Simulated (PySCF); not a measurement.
MgBrI, SMILES [Br][Mg][I].

The structure is a stationary point at PBE0-D3(BJ)/def2-TZVP. The def2 effective core potentials stand for the cores of I; spin–orbit coupling is left out.

Level of theory: TDDFT-M06-2X/def2-SVPD (PySCF).

Vertical excitations; the highest root listed may be one member of a degenerate set.  State labels are in the subgroup C2v.

Computed lowest excited states:
| state | symmetry | energy (eV) | λ (nm) | f | main pairs |
|---|---|---|---|---|---|
| S1 | B2 | 4.79 | 259 | 0.023 | HOMO→LUMO (degenerate set) |
| S2 | B1 | 4.79 | 259 | 0.023 | HOMO−1→LUMO (degenerate set) |
| S3 | B2 | 5.47 | 227 | 0.043 | HOMO−2→LUMO (degenerate set) |
| S4 | B1 | 5.47 | 227 | 0.043 | HOMO−3→LUMO (degenerate set) |
| S5 | A2 | 5.93 | 209 | 0.000 | HOMO→LUMO+1 47 %, HOMO−1→LUMO+2 47 % |
| S6 | A1 | 6.04 | 205 | 0.068 | HOMO−4→LUMO 60 %, HOMO→LUMO+2 18 %, HOMO−1→LUMO+1 18 % |
| S7 | A2 | 6.04 | 205 | 0.000 | HOMO−1→LUMO+2, HOMO→LUMO+1 (degenerate set) |
| S8 | A1 | 6.04 | 205 | 0.000 | HOMO−1→LUMO+1, HOMO→LUMO+2 (degenerate set) |
| S9 | A2 | 6.62 | 187 | 0.000 | HOMO−2→LUMO+1 47 %, HOMO−3→LUMO+2 47 % |
| S10 | A2 | 6.71 | 185 | 0.000 | HOMO−3→LUMO+2 47 %, HOMO−2→LUMO+1 47 % |
| T1 | B2 | 4.53 | 274 | 0 | HOMO→LUMO (degenerate set) |
| T2 | B1 | 4.53 | 274 | 0 | HOMO−1→LUMO (degenerate set) |
| T3 | A1 | 5.17 | 240 | 0 | HOMO−4→LUMO 64 %, HOMO−1→LUMO+1 11 %, HOMO→LUMO+2 11 % |
| T4 | B2 | 5.18 | 239 | 0 | HOMO−2→LUMO 93 % |
Triplets are in the Tamm–Dancoff approximation, which puts them higher than full response would, so one can lie above its singlet here.
